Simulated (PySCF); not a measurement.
Species: AsH₉OSi₃.
Numbering: `[SiH3:1][O:2][Si@H:3]([SiH3:4])[AsH2:5]` (hydrogens: H6, H7, H8 on Si1; H9 on Si3; H10, H11, H12 on Si4; H13, H14 on As5)

Computed with PBE0-D3(BJ)/def2-SVP geometry optimisation, gas phase in PySCF 2.14.0.

(1) List the bond lengths, angles and torsions at this level.

Results:

(1) 
| bond | length (pm) | order |
| --- | --- | --- |
| Si1–O2 | 165.9 | single |
| O2–Si3 | 166.6 | single |
| Si3–Si4 | 234.0 | single |
| Si3–As5 | 238.0 | single |
| Si1–H6, Si1–H7, Si1–H8 | 149.3 | single |
| Si3–H9 | 149.7 | single |
| Si4–H10, Si4–H11, Si4–H12 | 149.6 | single |
| As5–H13, As5–H14 | 152.6 | single |

Bonds in one row agree within 1 pm and their mean is given. Orders are formal, as drawn. A selection of angles:
| angle | degrees |
| --- | --- |
| O2–Si1–H6 | 108.5 |
| H6–Si1–H7 | 109.6 |
| Si1–O2–Si3 | 144.3 |
| O2–Si3–Si4 | 108.2 |
| O2–Si3–As5 | 109.5 |
| O2–Si3–H9 | 109.4 |
| Si4–Si3–As5 | 112.1 |
| Si4–Si3–H9 | 111.4 |
| As5–Si3–H9 | 106.2 |
| Si3–Si4–H10 | 108.7 |
| Si3–Si4–H11 | 112.2 |
| H10–Si4–H11 | 109.0 |
| Si3–As5–H13 | 90.1 |
| Si3–As5–H14 | 92.8 |
| H13–As5–H14 | 92.5 |

Dihedral angles: Si1–O2–Si3–Si4 134° (anticlinal).

O2 (siloxane oxygen) is bent (angle 144.3°). Si1 (oxygen-bound silicon) is tetrahedral (angles from 108.5° to 110.3°). Si4 (SiH3 silicon) is tetrahedral (angles from 108.7° to 112.2°). As5 (arsenic bonded to Si and 2 H) is pyramidal (angles 92.8°, 92.5° and 90.1°, sum 275.4°, 0.95 Å off the plane of its three neighbours). Si3 (oxygen-bound silicon) is tetrahedral (angles from 106.2° to 112.1°).

Point group: C1 (no symmetry element, even within 0.4 Å). No frequency check. One conformer, not necessarily the lowest (Si1–O2–Si3–Si4 134°, O2–Si3–As5–H 177° and 84°).

On one thread, Arm Neoverse V1 (aarch64), shared host with 64 logical CPUs at a one-minute load of 23, this took 86 s and 0.70 GiB of memory at its peak. This is the geometry optimisation.
